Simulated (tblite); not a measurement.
Run record: molecular-dynamics run, `CC#CC1=CCC1=O`.

Computed with GFN2-xTB (tblite), gas phase: Langevin dynamics at 200 K from the optimised GFN2-xTB geometry, time step 0.5 fs, friction 0.01 fs⁻¹, 2000 steps. The input is one job of a driver script: a line of settings, then coordinates in Å. «temperature» is in K, «steps» counts time steps and «every» is the stride of the printed frames; «frames» go on to single points.

Command:
```bash
OMP_NUM_THREADS=1 python probes_run.py task.json out
```

Input:
```
{"job": {"kind": "md", "xc": "GFN2-xTB", "basis": "xTB", "temperature": 200, "steps": 2000, "every": 50, "frames": 5}, "charge": 0, "multiplicity": 1}
C      3.336784     0.017683     0.557648
C      1.900612     0.044719     0.433439
C      0.701675     0.087712     0.317089
C     -0.691397     0.064591     0.219235
C     -1.649985     0.910656    -0.220151
C     -2.809077    -0.004452     0.090165
C     -1.707308    -0.963734     0.586142
O     -1.701792    -2.060544     1.057935
H      3.649232    -0.882553     1.086329
H      3.680422     0.892407     1.110062
H      3.794202     0.024762    -0.431877
H     -1.624228     1.896890    -0.645306
H     -3.380696    -0.366227    -0.764930
H     -3.499122     0.337618     0.862079
```

Output:
```
t/fs     T/K      E/eV
    0.0   154.9   -598.30640
   25.0    88.8   -598.09433
   50.0   127.3   -598.16645
   75.0   119.3   -597.99925
  100.0   155.2   -598.05326
  125.0   108.8   -598.02515
  150.0   146.0   -598.08231
  175.0   114.1   -598.04113
  200.0   153.8   -598.04335
  225.0   190.5   -598.08415
  250.0   146.8   -598.02496
  275.0   156.8   -597.95175
  300.0   187.1   -598.05143
  325.0   174.4   -598.03936
  350.0   185.2   -598.06236
  375.0   140.3   -598.00534
  400.0   165.0   -598.00004
  425.0   228.2   -598.07091
  450.0   175.6   -598.01302
  475.0   205.0   -597.99892
  500.0   184.9   -598.04028
  525.0   189.1   -598.03566
  550.0   180.6   -598.01207
  575.0   166.7   -597.86973
  600.0   184.1   -597.86688
  625.0   204.1   -597.98570
  650.0   214.4   -597.89665
  675.0   279.6   -598.05623
  700.0   217.5   -597.95112
  725.0   240.0   -597.94614
  750.0   188.7   -597.88476
  775.0   152.6   -597.94769
  800.0   273.1   -598.04368
  825.0   220.0   -597.91588
  850.0   218.5   -597.95184
  875.0   223.3   -597.92650
  900.0   242.3   -597.92535
  925.0   207.0   -597.98865
  950.0   229.2   -597.94181
  975.0   155.2   -597.88375
 1000.0   227.2   -598.05126
```

E is the potential energy; T comes from the kinetic energy over all 3N coordinates.

Question: Sum up the printed frames.

Answer: 41 frames over 1000 fs. T runs from 89 K (25 fs) to 280 K (675 fs), with a mean of 183 K over all frames and 209 K from 500 fs on. E starts at -598.306 eV, peaks 0.440 eV above that at 600 fs, and averages 0.348 eV above it from 500 fs on.

Question: Give the last frame.

Answer: 0.21 Å rms from the start after alignment:
```
atom  x, y, z in Å  |  force x, y, z in eV/Å
C1      3.666    0.359    0.552    1.393   0.019   0.573
C2      2.285    0.054    0.538   -0.322  -0.127   0.148
C3      1.145   -0.307    0.641   -0.964  -0.277   0.210
C4     -0.240   -0.542    0.748    0.269  -0.858   0.172
C5     -1.283    0.103    0.228   -1.550   0.819   0.225
C6     -2.400   -0.721    0.890    1.541  -0.492  -2.086
C7     -1.179   -1.537    1.393   -0.285   0.748  -0.292
O8     -1.143   -2.510    2.060    0.564  -0.992   0.564
H9      4.141   -0.108    1.448   -0.225   0.045  -0.648
H10     3.853    1.429    0.665   -0.173   0.036  -0.228
H11     4.154   -0.001   -0.360   -0.020   0.053   0.209
H12    -1.386    1.010   -0.323    0.085   0.223  -0.366
H13    -3.076   -1.219    0.147    0.440   0.300   0.881
H14    -2.910   -0.249    1.682   -0.752   0.503   0.640
```

The run took 31 s on an Intel Xeon at 2.50 GHz with one thread, on a shared host, and the process peaked at 0.18 GiB of memory.
